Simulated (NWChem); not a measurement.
Cl$_{2}$ anion, doublet

```xyz
2

Cl     0.0000     0.0000    -1.3603
Cl     0.0000     0.0000     1.3603
```
Atoms are numbered in this order, from 1.

All runs: NWChem. Spin-unrestricted. The geometry was optimised at B3LYP/def2-SVPD, spin-unrestricted. No stability test was run on the SCF state. Level: PBE/aug-cc-pVDZ with COSMO at NWChem's default radii, gas-phase geometry; rows give the dielectric constant. Reactions with the solvent are ignored.

| dielectric constant | electrostatic solvation energy (kcal/mol) |
|---|---|
| 2.0 | -29.6 |
| 2.4 | -34.6 |
| 11.7 | -54.5 |
| 20.7 | -56.8 |
| 37.5 | -58.1 |
